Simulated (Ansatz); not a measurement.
Job for Ansatz (a quantum-chemistry and plane-wave program): R-MP2/cc-pV(T+d)Z on Cl2H2Si (SMILES Cl[SiH2]Cl). Files ending in .json are basis or fitting sets from the Basis Set Exchange.

Ansatz 0.2 input:
```yaml
crystal:
  periodic: [false, false, false]
  atoms:
    - {symbol: Cl, position_ang: [-1.66644710, 0.43050110, -0.00362785]}
    - {symbol: Si, position_ang: [-0.01143818, -0.76400456, 0.02364833]}
    - {symbol: Cl, position_ang: [1.67857944, 0.37986969, -0.02145566]}
    - {symbol: H, position_ang: [-0.01655270, -1.53930191, 1.26587773]}
    - {symbol: H, position_ang: [-0.03066302, -1.61443481, -1.16825974]}
basis:
  gaussian:
    orbitals: cc-pV_T+d_Z.json
magnetization: {spin_polarized: false}
correlation: {method: mp2, electrons: outside_noble_gas}
accuracy: high
phonons: {}
scf: {lower_state_search: off}
```

It printed:

```
WARN ansatz: RAYON_NUM_THREADS=6 ignored (pool sized by the plan → 6); use --threads N
Functional definition: HF
these checks for a lower state are left out or cut short: starts, cluster_reference, orbital_swaps, neighbouring_geometries, increment
integrals: 0.40 GiB planned
2550 factors; integrals over basis functions are off by at most 2.4e-9 eV
mean field: 0.81 GiB planned
mean field evaluation 1: about -32904.3086 eV, gradient 1.7e1 eV
mean field evaluation 2: about -32904.5837 eV, gradient 1.8e1 eV
mean field evaluation 4: about -32905.6459 eV, gradient 1.9e0 eV
mean field evaluation 8: about -32905.6724 eV, gradient 9.8e-2 eV
mean field evaluation 16: about -32905.6724 eV, gradient 4.9e-7 eV
mean field -32905.67243276 eV, -1209.2611576380 hartree, gradient 3.1e-8 eV, S^2 0.000000; 0 other end points of the search recorded, 0 dependent functions left out
15 core orbitals not correlated
reference -32905.67243276 eV, -1209.2611576380 hartree; 10, 10 occupied and 120, 120 virtual orbitals, 2550 factors
densities: 0.75 GiB planned
second order -13.57058033 eV of doubles, -0.00000000 eV of singles
the calculation of the forces begins
these checks for a lower state are left out or cut short: starts, cluster_reference, orbital_swaps, neighbouring_geometries, increment
integrals: 0.40 GiB planned
2550 factors; integrals over basis functions are off by at most 2.4e-9 eV
mean field: 0.81 GiB planned
mean field evaluation 32: about -32905.6725 eV, gradient 3.4e-6 eV
mean field -32905.67251751 eV, -1209.2611607527 hartree, gradient 8.6e-9 eV, S^2 0.000000; 0 other end points of the search recorded, 0 dependent functions left out
15 core orbitals not correlated
reference -32905.67251751 eV, -1209.2611607527 hartree; 10, 10 occupied and 120, 120 virtual orbitals, 2550 factors
densities: 0.75 GiB planned
second order -13.57047123 eV of doubles, -0.00000000 eV of singles
the calculation of the forces begins
these checks for a lower state are left out or cut short: starts, cluster_reference, orbital_swaps, neighbouring_geometries, increment
integrals: 0.40 GiB planned
2550 factors; integrals over basis functions are off by at most 2.4e-9 eV
mean field: 0.81 GiB planned
mean field -32905.67229741 eV, -1209.2611526640 hartree, gradient 8.6e-9 eV, S^2 0.000000; 0 other end points of the search recorded, 0 dependent functions left out
15 core orbitals not correlated
reference -32905.67229741 eV, -1209.2611526640 hartree; 10, 10 occupied and 120, 120 virtual orbitals, 2550 factors
densities: 0.75 GiB planned
second order -13.57069116 eV of doubles, -0.00000000 eV of singles
the calculation of the forces begins
these checks for a lower state are left out or cut short: starts, cluster_reference, orbital_swaps, neighbouring_geometries, increment
integrals: 0.40 GiB planned
2550 factors; integrals over basis functions are off by at most 2.4e-9 eV
mean field: 0.81 GiB planned
mean field evaluation 64: about -32905.6723 eV, gradient 3.0e-3 eV
mean field -32905.67229567 eV, -1209.2611526001 hartree, gradient 8.6e-9 eV, S^2 0.000000; 0 other end points of the search recorded, 0 dependent functions left out
15 core orbitals not correlated
reference -32905.67229567 eV, -1209.2611526001 hartree; 10, 10 occupied and 120, 120 virtual orbitals, 2550 factors
densities: 0.75 GiB planned
second order -13.57069410 eV of doubles, -0.00000000 eV of singles
the calculation of the forces begins
these checks for a lower state are left out or cut short: starts, cluster_reference, orbital_swaps, neighbouring_geometries, increment
integrals: 0.40 GiB planned
2550 factors; integrals over basis functions are off by at most 2.4e-9 eV
mean field: 0.81 GiB planned
mean field -32905.67252158 eV, -1209.2611609022 hartree, gradient 8.6e-9 eV, S^2 0.000000; 0 other end points of the search recorded, 0 dependent functions left out
15 core orbitals not correlated
reference -32905.67252158 eV, -1209.2611609022 hartree; 10, 10 occupied and 120, 120 virtual orbitals, 2550 factors
densities: 0.75 GiB planned
second order -13.57046826 eV of doubles, -0.00000000 eV of singles
the calculation of the forces begins
these checks for a lower state are left out or cut short: starts, cluster_reference, orbital_swaps, neighbouring_geometries, increment
integrals: 0.40 GiB planned
2550 factors; integrals over basis functions are off by at most 2.4e-9 eV
mean field: 0.81 GiB planned
mean field evaluation 96: about -32905.6721 eV, gradient 8.5e-2 eV
mean field -32905.67209321 eV, -1209.2611451600 hartree, gradient 8.6e-9 eV, S^2 0.000000; 0 other end points of the search recorded, 0 dependent functions left out
15 core orbitals not correlated
reference -32905.67209321 eV, -1209.2611451600 hartree; 10, 10 occupied and 120, 120 virtual orbitals, 2550 factors
densities: 0.75 GiB planned
second order -13.57082533 eV of doubles, -0.00000000 eV of singles
the calculation of the forces begins
these checks for a lower state are left out or cut short: starts, cluster_reference, orbital_swaps, neighbouring_geometries, increment
integrals: 0.40 GiB planned
2550 factors; integrals over basis functions are off by at most 2.4e-9 eV
mean field: 0.81 GiB planned
mean field -32905.67257703 eV, -1209.2611629398 hartree, gradient 8.6e-9 eV, S^2 0.000000; 0 other end points of the search recorded, 0 dependent functions left out
15 core orbitals not correlated
reference -32905.67257703 eV, -1209.2611629398 hartree; 10, 10 occupied and 120, 120 virtual orbitals, 2550 factors
densities: 0.75 GiB planned
second order -13.57034153 eV of doubles, -0.00000000 eV of singles
the calculation of the forces begins
these checks for a lower state are left out or cut short: starts, cluster_reference, orbital_swaps, neighbouring_geometries, increment
integrals: 0.40 GiB planned
2550 factors; integrals over basis functions are off by at most 2.4e-9 eV
mean field: 0.81 GiB planned
mean field evaluation 128: about -32905.6548 eV, gradient 2.4e0 eV
mean field -32905.67250644 eV, -1209.2611603459 hartree, gradient 8.6e-9 eV, S^2 0.000000; 0 other end points of the search recorded, 0 dependent functions left out
15 core orbitals not correlated
reference -32905.67250644 eV, -1209.2611603459 hartree; 10, 10 occupied and 120, 120 virtual orbitals, 2550 factors
densities: 0.75 GiB planned
second order -13.57048461 eV of doubles, -0.00000000 eV of singles
the calculation of the forces begins
these checks for a lower state are left out or cut short: starts, cluster_reference, orbital_swaps, neighbouring_geometries, increment
integrals: 0.40 GiB planned
2550 factors; integrals over basis functions are off by at most 2.4e-9 eV
mean field: 0.81 GiB planned
mean field -32905.67231307 eV, -1209.2611532395 hartree, gradient 8.6e-9 eV, S^2 0.000000; 0 other end points of the search recorded, 0 dependent functions left out
15 core orbitals not correlated
reference -32905.67231307 eV, -1209.2611532395 hartree; 10, 10 occupied and 120, 120 virtual orbitals, 2550 factors
densities: 0.75 GiB planned
second order -13.57067811 eV of doubles, -0.00000000 eV of singles
the calculation of the forces begins
mean field evaluation 160: about -32905.2429 eV, gradient 2.6e0 eV
these checks for a lower state are left out or cut short: starts, cluster_reference, orbital_swaps, neighbouring_geometries, increment
integrals: 0.40 GiB planned
2550 factors; integrals over basis functions are off by at most 2.4e-9 eV
mean field: 0.81 GiB planned
mean field -32905.67228518 eV, -1209.2611522145 hartree, gradient 8.6e-9 eV, S^2 0.000000; 0 other end points of the search recorded, 0 dependent functions left out
15 core orbitals not correlated
reference -32905.67228518 eV, -1209.2611522145 hartree; 10, 10 occupied and 120, 120 virtual orbitals, 2550 factors
densities: 0.75 GiB planned
second order -13.57070095 eV of doubles, -0.00000000 eV of singles
the calculation of the forces begins
these checks for a lower state are left out or cut short: starts, cluster_reference, orbital_swaps, neighbouring_geometries, increment
integrals: 0.40 GiB planned
2550 factors; integrals over basis functions are off by at most 2.4e-9 eV
mean field: 0.81 GiB planned
mean field evaluation 192: about -32905.6725 eV, gradient 8.5e-9 eV
mean field -32905.67252402 eV, -1209.2611609917 hartree, gradient 8.6e-9 eV, S^2 0.000000; 0 other end points of the search recorded, 0 dependent functions left out
15 core orbitals not correlated
reference -32905.67252402 eV, -1209.2611609917 hartree; 10, 10 occupied and 120, 120 virtual orbitals, 2550 factors
densities: 0.75 GiB planned
second order -13.57046207 eV of doubles, -0.00000000 eV of singles
the calculation of the forces begins
Total energy: -32919.24301309 eV, -1209.7598672668 hartree
Atom 0 at    -1.666447     0.430501    -0.003628 Å, force    -0.000008     0.000027    -0.000001 eV/Å
Atom 1 at    -0.011438    -0.764005     0.023648 Å, force    -0.000000    -0.000005     0.000000 eV/Å
Atom 2 at     1.678579     0.379870    -0.021456 Å, force     0.000009     0.000027    -0.000001 eV/Å
Atom 3 at    -0.016553    -1.539302     1.265878 Å, force    -0.000000    -0.000024     0.000001 eV/Å
Atom 4 at    -0.030663    -1.614435    -1.168260 Å, force    -0.000000    -0.000024     0.000000 eV/Å
Dipole moment:    -0.003628    -0.242340     0.007501 e Å
Vibrations: 189.09 537.85 602.88 611.98 732.51 903.08 988.22 2333.65 2345.46 cm⁻¹, zero-point energy 0.573100 eV
Checks for a lower state left out: starts, cluster_reference, orbital_swaps, neighbouring_geometries, increment
```

The run converged.

Cost: roughly 5 core-minutes.
